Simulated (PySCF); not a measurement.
1-chloro-2,2-difluoropropane (C₃H₅ClF₂), SMILES CC(F)(F)CCl.

The structure is a stationary point at ωB97X-D3(BJ)/def2-SVP. One conformer was computed; it need not be the lowest.

Computed with ωB97X-D3(BJ)/def2-SVP (PySCF).

Frequencies are harmonic and unscaled.

Q: Give all harmonic wavenumbers and intensities. (Estimate from the structure and the level; the computed values follow.)

A: 
| mode | ν (cm⁻¹) | IR (km/mol) | moving atoms (share of kinetic energy) |
|---|---|---|---|
| 1 | 98 | 3.7 | C 29 %, F 28 %, H 22 %, Cl 21 % |
| 2 | 202 | 2.9 | Cl 36 %, C 29 %, F 26 %, H 10 % |
| 3 | 229 | 0.7 | H 93 % |
| 4 | 340 | 3.4 | H 33 %, F 31 %, C 31 % |
| 5 | 350 | 0.3 | F 52 %, Cl 18 %, C 16 %, H 14 % |
| 6 | 430 | 1.7 | F 47 %, H 22 %, C 21 %, Cl 11 % |
| 7 | 511 | 16.7 | C 39 %, F 37 %, H 23 % |
| 8 | 567 | 6.5 | F 61 %, C 25 %, H 11 % |
| 9 | 791 | 8.9 | C 62 %, F 18 %, H 15 % |
| 10 | 859 | 35.5 | C 56 %, H 18 %, F 13 %, Cl 12 % |
| 11 | 902 | 8.0 | H 55 %, C 36 %, F 9 % |
| 12 | 975 | 32.0 | H 53 %, C 28 %, F 19 % |
| 13 | 991 | 13.7 | H 56 %, C 30 %, F 14 % |
| 14 | 1134 | 34.5 | H 80 %, C 14 % |
| 15 | 1207 | 148.3 | C 55 %, H 34 %, F 10 % |
| 16 | 1285 | 63.9 | C 56 %, H 40 % |
| 17 | 1319 | 48.1 | H 49 %, C 46 % |
| 18 | 1359 | 35.2 | C 54 %, H 44 % |
| 19 | 1434 | 78.5 | H 50 %, C 49 % |
| 20 | 1453 | 8.2 | H 92 % |
| 21 | 1468 | 6.7 | H 94 % |
| 22 | 1474 | 3.8 | H 88 %, C 12 % |
| 23 | 3095 | 1.8 | H 97 % |
| 24 | 3135 | 7.2 | H 95 % |
| 25 | 3201 | 4.1 | H 90 %, C 10 % |
| 26 | 3214 | 0.7 | H 90 %, C 10 % |
| 27 | 3215 | 1.8 | H 90 %, C 10 % |
